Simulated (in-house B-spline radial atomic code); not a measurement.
**B97-1 excitations of the caesium ion Cs⁷⁺**

Method: B97-1. Computed with an all-electron radial atomic-structure program (B-spline basis): linear response of the closed shell [Kr] 4d10 5s2 with the functional's adiabatic kernel; scalar-relativistic (spin-free one-electron X2C), finite nucleus, no spin-orbit coupling, no double excitations, S, P, D and F terms only; shells from n = 3 respond. Only terms of natural parity with L up to 3 were computed.

Spin-orbit coupling is strong here, so these LS terms don't match observed levels.

Command:
```bash
python run_td.py task.json out
```
Settings (radii: box in bohr, nucleus in fm):
```
Z                        55
electrons                48
configuration            [Kr] 4d10 5s2
hamiltonian              x2c
method                   b97_1
box_radius               12.81
rms_radius               4.8041
intervals                69
```

Run time, properties included: 2.3 s on 1 thread of Intel(R) Xeon(R) Platinum 8259CL CPU @ 2.50GHz (Skylake/Cascade Lake), on a shared host.

The lowest states, in the order of their Tamm-Dancoff energies; the method's threshold (minus the highest occupied level) is 105.64 eV. Labels give the largest channel, * marks a mixed state, and oscillator strengths are full-response dipole values. Semilocal kernels can invert the small singlet-triplet splittings of Rydberg terms. Energies in eV:

```csv
state,full response,Tamm-Dancoff,oscillator strength
5s → 5p 3P,15.596,15.681,-
5s → 5p 1P,19.724,20.357,1.57
5s → 4f 3F,31.12,31.17,-
5s → 4f 1F,32.02,32.02,-
5s → 5d 3D,40.45,40.47,-
5s → 5d 1D,41.34,41.38,-
5s → 6s 3S,51.56,51.57,-
5s → 6s 1S,52.37,52.42,-
5s → 6p 3P,58.15,58.16,-
5s → 6p 1P,58.65,58.68,0.135
5s → 5f 1F,64.17,64.18,-
5s → 5f 3F,64.33,64.34,-
5s → 6d 3D,?,?,-
5s → 6d 1D,68.83,68.84,-
5s → 7s 3S,73.13,73.13,-
5s → 7s 1S,73.37,73.38,-
4d → 5p 3P,74.65,74.68,-
4d → 5p 3F,?,?,-
4d → 5p 1F,75.52,75.53,-
```

(1) Where does 4d → 5p 3F lie?

(2) Where does 5s → 6d 3D lie?

(3) How large is the singlet-triplet splitting of 5s → 5p (P terms) in Tamm-Dancoff?

(4) What polarisabilities and dispersion coefficient does the method give?

Answers

(1) At 74.95 eV in full response, 74.98 eV in Tamm-Dancoff.

(2) At 68.11 eV in full response, 68.12 eV in Tamm-Dancoff.

(3) 4.68 eV, from the unrounded values.

(4) Dipole 3.802 bohr³, quadrupole 5.229 bohr⁵, C6 11.28 hartree·bohr⁶ for two such species.
